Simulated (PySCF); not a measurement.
## Unknown compound

The spectra below were simulated for a compound C₇H₉ClOSi.

1H NMR (500 MHz, computed): δ 7.21 (s, 1H), 6.09 (d, 1H), 5.18 (d, 1H), 5.02 (s, 3H), 2.32 (s, 3H).

13C{1H} NMR (computed): δ 157.8, 147.4, 141.3, 135.4, 128.6, 106.7, 19.9.

Theory: shieldings: GIAO PBE0/pcSseg-1, GFN2-xTB geometry, in PySCF 2.14.0 with density-fitted response routines (one computed conformer, relativity neglected, fast rotation and ring inversion assumed for equivalent nuclei, no solvent model).

Referencing at the same level of theory: 1H, 13C vs TMS.

Propose a structure and justify it.

## Answers


- The formula gives 4 degrees of unsaturation (1 ring in the answer).
- 7 carbon signals for 7 carbons: no two carbons are equivalent.
- Carbon types of the structure: 3 × C, 3 × CH, 1 × CH3, leaving 3 H on heteroatoms.
- δC 157.8: alkene carbon bearing oxygen; an sp2 carbon further deshielded by the attached heteroatom.
- δC 147.4, 128.6: fully substituted alkene carbon; an sp2 carbon of a C=C bond.
- δC 141.3, 135.4: alkene CH; as expected for a trigonal carbon in a double bond.
- δC 106.7: β carbon of an enol-ether or enamine type C=C; the O or N lone pair pushes π density onto this β carbon and shields it.
- δH 7.21, 6.09: hydrogen on an alkene CH; attached to an sp2 carbon and in the plane of the double bond.
- δH 5.18: hydrogen on a β carbon of an enol-ether or enamine type C=C; a vinylic proton, deshielded by the sp2 carbon and the C=C anisotropy.
- δH 2.32: hydrogen on an allylic methyl carbon; allylic position.

Structure: SMILES C1(C)=CC=C(O[SiH3])/C1=C/Cl.

The shifts were computed for this structure.

Carbons that carry Cl, above all several Cl atoms, come out too deshielded, partly because spin–orbit coupling is missing. Shifts are as computed. Against solution values, carbons near 30 ppm lie about +3 ppm off and those near 130 ppm about +5 ppm; carbons on Cl a further +6 ppm. Of 1309 compounds with measured shifts, 239 miss one by over three times the rms of a fit or turn the order of signals round; such compounds aren't used in these exercises. No couplings were computed; multiplicities are counted from neighbouring protons, with m where these are inequivalent, close in shift, in a saturated or five-membered ring or joined by F or P, and br s for small geminal =CH2 splittings.
